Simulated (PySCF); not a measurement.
C₆ coefficients of unlike pairs at BLYP

Calculated with PySCF 2.14 from the dipole response of each species, C₆(A,B) = (3/π) ∫ α_A(iu) α_B(iu) du, in atomic units, from isotropic polarisabilities. For ions this is the dispersion term alone; charge-induced terms of lower order in 1/R come first.

```json
{"species": "Ne", "configuration": "[Ne] (1S)", "basis": "dyall-av3z (15s9p3d2f)", "relativity": "spin-free X2C", "α (bohr³)": "2.579", "C₆ (like pair)": "6.207"}
{"species": "Re", "configuration": "[Xe] 4f14 5d5 6s2 (6S)", "basis": "def2-QZVPPD with the def2 core potential (60 electrons) (7s6p4d4f2g)", "relativity": "core potential", "α (bohr³)": "61.96", "C₆ (like pair)": "722.7"}
{"species": "Si³⁺", "configuration": "[Ne] 3s1 (2S)", "basis": "dyall-acv3z (19s12p6d4f)", "relativity": "spin-free X2C", "α (bohr³)": "6.494", "C₆ (like pair)": "11.75"}
{"species": "V⁺", "configuration": "[Ar] 3d4 (5D)", "basis": "aug-cc-pwCVTZ (10s9p7d4f3g)", "relativity": "none", "α (bohr³)": "17.83", "C₆ (like pair)": "67.51"}
```

Question: Estimate C₆ for Re with Ne.

Answer: The integral gives 54.25. The combination rule 2 C_A C_B / (C_A α_B/α_A + C_B α_A/α_B) gives 50.06 and the geometric mean 66.97.

No spin-orbit coupling is included.

The other pairs:

```
    pair     C₆
  V⁺, Ne  18.24
Si³⁺, Ne  7.326
  V⁺, Re  218.0
Si³⁺, Re  91.16
V⁺, Si³⁺  27.85
```
